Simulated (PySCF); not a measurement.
Deuteron quadrupole couplings in `CCC/C=C/c1c(F)[c+]1CF`

Species: C9H11F2 (charge +1).
Numbering: `[CH3:1][CH2:2][CH2:3]/[CH:4]=[CH:5]/[c:6]1[c:7]([F:8])[c+:9]1[CH2:10][F:11]` (hydrogens: H12, H13, H14 on C1; H15, H16 on C2; H17, H18 on C3; H19 on C4; H20 on C5; H21, H22 on C10)

Geometry (GFN2-xTB, Å), atoms numbered from 1 in this order:
```xyz
22
C9H11F2 angstrom
C     -3.8640   -0.0978    0.4354
C     -2.3626   -0.2187    0.6390
C     -1.6023    0.2362   -0.6339
C     -0.1622    0.2108   -0.4307
C      0.7192   -0.4748   -1.2211
C      2.0729   -0.4743   -0.9549
C      3.3960   -0.8489   -1.2171
F      4.2375   -1.4872   -1.9382
C      3.1735   -0.0459   -0.1434
C      3.5948    0.7323    1.0142
F      2.5099    1.3094    1.6012
H     -4.3797   -0.4511    1.3244
H     -4.1935   -0.6989   -0.4080
H     -4.1545    0.9349    0.2606
H     -2.0514    0.3903    1.4882
H     -2.1010   -1.2569    0.8477
H     -1.9054   -0.3630   -1.4934
H     -1.9047    1.2760   -0.8053
H      0.2196    0.7508    0.4299
H      0.3721   -1.0330   -2.0806
H      4.2883    1.5344    0.7198
H      4.0871    0.0945    1.7639
```

Level: PBE0/pcSseg-1 (PySCF, non-relativistic); Q(2H) = 0.00286 b; rigid geometry, the same for H and D, with no vibrational averaging.

Question: Rank these positions by the coupling χzz of a deuteron there, largest first.
A. H20 (vinylic hydrogen)
B. H18 (methylene hydrogen)
C. H21 (methylene hydrogen)
D. H16 (methylene hydrogen)

Answer: A (211 kHz), D (202 kHz), B (196 kHz), C (181 kHz).

Give the electric field gradient Vzz (the principal value of largest size), its asymmetry and the 2H coupling at each hydrogen.

```csv
atom,bonded to,bond length (Å),Vzz (au),η,χzz (kHz)
H12,C1,1.087,0.3126,0.03,210
H13,C1,1.087,0.3127,0.03,210
H14,C1,1.087,0.3126,0.03,210
H15,C2,1.090,0.3020,0.04,203
H16,C2,1.091,0.3008,0.04,202
H17,C3,1.091,0.2984,0.05,201
H18,C3,1.096,0.2916,0.04,196
H19,C4,1.085,0.2999,0.01,202
H20,C5,1.082,0.3135,0.10,211
H21,C10,1.100,0.2701,0.07,181
H22,C10,1.100,0.2701,0.07,182
```

How does χzz go with the bond length over the 11 C–H bonds?

A straight-line fit has a slope of -16.2 kHz for each 0.01 Å, with a correlation coefficient of -0.93, over lengths from 1.082 to 1.100 Å. The longer bonds have the smaller couplings here.

A static deuteron (I = 1) shows a doublet split by (3/2)χ, (3/4)χ(1 + η) and (3/4)χ(1 − η) with the field along z, y and x of the gradient. What are these for H19?

With |χ| = 201.5 kHz and η = 0.014: 302, 153 and 149 kHz, to first order and without motion.

One conformer (not necessarily the lowest) at the GFN2-xTB geometry, without solvent, vibrations or thermal averaging. GFN2-xTB bond lengths can be off by several hundredths of an ångström, more for odd bonds, and the gradients follow them. With so small a basis the couplings can be 20 % off.

These values come from a run that also computed NMR shieldings. The run took 82 s of wall time on one thread, Arm Neoverse N1 (shared host).
